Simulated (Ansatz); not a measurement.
`NC[SiH2][SiH2]Cl` + `F[SiH](F)[S][GeH3]` → `NC[SiH2][GeH3]` + `F[SiH](F)S[SiH2]Cl`  (redistribution)

Gas-phase electronic energies from Ansatz, PBE0-D4/def2-TZVP geometries. CCSD(T)/CBS adds triple-zeta CCSD(T) − MP2 to the extrapolated MP2 energy (def2 sets, frozen cores). DFT in def2-TZVPP. For Ge outer-core shells are correlated without core-valence functions, which leaves a few kJ/mol of doubt a bond. Scalar relativity is left out up to krypton. One conformer a species, not always the lowest.

`NC[SiH2][SiH2]Cl`:

Cartesian coordinates in Å:
```
N -1.679 1.520 -0.911
C -0.382 0.865 -0.790
Si -0.508 -0.608 0.381
Si 1.614 -1.508 0.786
Cl 2.841 0.008 1.481
H -1.639 2.291 -1.567
H -1.973 1.903 -0.021
H -0.093 0.470 -1.770
H 0.442 1.517 -0.463
H -1.075 -0.161 1.686
H -1.392 -1.668 -0.178
H 1.599 -2.579 1.815
H 2.245 -2.050 -0.446
```

`F[SiH](F)[S][GeH3]`:

```xyz
9

F    -0.844    0.252   -2.141
Si   -0.596    1.221   -0.909
F    -1.814    0.954    0.077
S     1.230    0.834    0.036
Ge    0.726   -1.160    0.941
H    -0.644    2.611   -1.386
H    -0.191   -1.927   -0.017
H     2.080   -1.858    1.104
H     0.052   -0.930    2.297
```

`NC[SiH2][GeH3]`:

```xyz
13

N    -1.105    1.556   -0.384
C    -0.111    1.322    0.654
Si    0.036   -0.523    1.031
Ge    0.629   -1.735   -0.931
H    -1.221    2.546   -0.564
H    -0.833    1.124   -1.258
H     0.892    1.729    0.444
H    -0.448    1.802    1.579
H    -1.249   -1.050    1.561
H     1.099   -0.735    2.055
H     2.043   -1.348   -1.407
H     0.610   -3.253   -0.690
H    -0.342   -1.435   -2.090
```

`F[SiH](F)S[SiH2]Cl`:

Z-matrix (Å, degrees):
```
Si
F 1 1.584
S 1 2.106 2 111.2
F 1 1.584 2 105.8 3 -120.4
H 1 1.470 2 109.0 3 121.3
Si 3 2.140 1 98.7 2 -70.8
Cl 6 2.043 3 111.5 1 -91.4
H 6 1.476 3 106.0 1 151.0
H 6 1.477 3 110.1 1 29.0
```

Task: Is it downhill or uphill in electronic energy at CCSD(T)/CBS, and by how much? (An estimate is asked.)

Result: The calculation gave: Downhill: ΔE = -30.7 kJ/mol.

Task: What do these levels give: PBE-D4, PBE, CCSD/def2-TZVPP, CCSD(T)/def2-TZVPP, HF/CBS(def2), CCSD/CBS(def2)? (Estimate.)

Result: Computed: PBE-D4 -27.6, PBE -25.7, CCSD/def2-TZVPP -26.9, CCSD(T)/def2-TZVPP -27.8, HF/CBS(def2) -19.0, CCSD/CBS(def2) -29.8 kJ/mol.

Largest T1 diagnostic among the species: 0.012.

The D4 term adds −3.1 kJ/mol with B3LYP and −1.7 kJ/mol with PBE0; it sums over pairs of atoms, weighted by their polarisabilities, and B3LYP, whose exchange is more repulsive, gets the larger term. In def2-TZVPP, CCSD(T) changes the Hartree–Fock value by −8.9 kJ/mol (the triples alone add −0.9 kJ/mol) and MP2 by −12.8 kJ/mol.

B3LYP here is the variant with VWN-RPA as its local correlation; programs differ in this.
